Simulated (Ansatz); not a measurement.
Reaction (ligand exchange at the Al–C bond): `O/C(S)=[CH]/[AlH2]` + `OC[SiH](F)F` → `F[SiH](F)C[O][AlH2]` + `C=C(O)S`

Computed with Ansatz on PBE0-D4/def2-TZVP structures; ΔE is electronic, products minus reactants. CCSD(T)/CBS adds triple-zeta CCSD(T) − MP2 to the extrapolated MP2 energy (def2 sets, frozen cores). Functionals use def2-TZVPP. B3LYP here is the variant with VWN-RPA as its local correlation; programs differ in this. One conformer a species, not always the lowest.

```tsv
level	ΔE (kJ/mol)	difference from CCSD(T)/CBS
PBE-D4	-102.8	12.8
r2SCAN-D4	-108.4	7.2
PBE0-D4	-104.9	10.7
r2SCAN	-108.6	7.0
B3LYP	-119.2	-3.6
HF/def2-TZVPP	-126.4	-10.8
MP2/def2-TZVPP	-114.4	1.2
MP2/def2-QZVPP	-114.9	0.7
SCS-MP2/def2-QZVPP	-119.4	-3.8
CCSD/CBS(def2)	-118.4	-2.8
CCSD(T)/CBS	-115.6	0
```

Largest T1 diagnostic among the species: 0.013.

In def2-TZVPP, CCSD(T) changes the Hartree–Fock value by +10.6 kJ/mol (the triples alone add +2.8 kJ/mol) and MP2 by +12.0 kJ/mol.
